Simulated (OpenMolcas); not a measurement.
Ir2+ (d7) among equal point charges was computed by CASSCF with the d shell active (OpenMolcas, ANO-RCC-VDZP on the metal). Its lowest spin-free states, and all those of the highest spin:

| 2S+1 | Degeneracy | E (cm-1) |
| --- | --- | --- |
| 4 | 3 | 0.0 |
| 4 | 3 | 3351 |
| 4 | 1 | 7359 |
| 2 | 2 | 11903 |
| 2 | 3 | 14287 |
| 2 | 3 | 14441 |
| 4 | 3 | 14973 |
| 2 | 1 | 16332 |
| 2 | 3 | 18151 |
| 2 | 3 | 19593 |
| 2 | 3 | 19618 |
| 2 | 2 | 20887 |

Question: Is the site octahedral, tetrahedral or cube-like, axial, or of lower symmetry?

Answer: The states with 2S+1 = 4 have orbital degeneracies 3, 3, 1, 3. Threefold states need a cubic site. For d7 at this spin an octahedron puts the threefold T1 below the threefold T2 and a tetrahedron or cube puts the single A2 below the threefold T2, so the site is octahedral. The run had Ir2+ among 6 point charges of -0.85 e arranged as an octahedron (Oh), 2.27 Å from the ion.

An orbital triplet at a regular site is open to Jahn-Teller coupling, which can distort the site and quench the lowest spin-orbit gaps and is left out. Without dynamic correlation the repulsion within the d shell is too large (B by tens of per cent), so at a given field states of lower spin stand too high. Point charges give a weaker field than real ligands, and real ions of this kind are as a rule low spin; the high spin found here belongs to the model. Point charges carry no covalency, so the field is a model and not that of real ligands. No measured value stands beside these numbers.
